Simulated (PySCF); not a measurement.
Telling isomers of CH10N2OSi3 apart by NMR

PySCF 2.14 calculation with GFN2-xTB structure and GIAO PBE0/pcSseg-1 shieldings; one averaged value for each set of equivalent atoms, non-relativistic Hamiltonian, one conformer, in vacuum.

Referencing at the same level of theory: 1H (σ = 31.72 ppm), 13C (σ = 186.93 ppm) vs TMS. Where no couplings were computed, multiplicities follow the n + 1 count of equivalent neighbours, and m marks all less simple cases (inequivalent or close neighbours, rings, F or P nearby). Shifts are as computed. Against solution values, carbons near 30 ppm lie about +3 ppm off and those near 130 ppm about +5 ppm. Of 1211 compounds with measured shifts, 218 miss one by over three times the rms of a fit or turn the order of signals round; such compounds aren't used in these exercises. OH and NH positions are gas-phase values without hydrogen bonding to other molecules.

(1) Tabulate the signals of `N[Si@@H](C=O)N([SiH3])[SiH3]`, `N[Si@H]1CO[SiH2][SiH2]N1` and their relative energies.

(2) What is the quickest way to tell N[Si@@H](C=O)N([SiH3])[SiH3] from N[Si@H]1CO[SiH2][SiH2]N1?

Results:

(1) 
```json
{"SMILES": "N[Si@@H](C=O)N([SiH3])[SiH3]", "carbon types": "1×CH", "δC": "253.3", "δH": "11.95 (d, 1H), 4.92 (d, 1H), 4.76 (s, 6H), 1.24 (br s, 2H)", "E rel. (kcal/mol)": "20.5"}
{"SMILES": "N[Si@H]1CO[SiH2][SiH2]N1", "carbon types": "1×CH2", "δC": "58.9", "δH": "5.58 (m, 1H), 5.49 (m, 1H), 5.25 (m, 1H), 5.24 (m, 1H), 5.03 (m, 1H), 3.80 (m, 1H), 3.68 (m, 1H), 0.08 (br s, 2H), -0.43 (br s, 1H)", "E rel. (kcal/mol)": "0.0"}
```

Energies are electronic energies at PBE0/pcSseg-1 on these geometries, without zero-point or thermal terms, each for the one conformer computed, which needn't be the lowest.

(2) Both give the same number of carbon signals, but DEPT or the intensities differ. The first has a carbonyl carbon (CH) at 253.3 ppm, the second an sp3 CH2 bonded to O and Si at 58.9 ppm. In the proton spectra the most deshielded non-exchanging signals are 11.95 (d, 1H) and 5.58 (m, 1H).
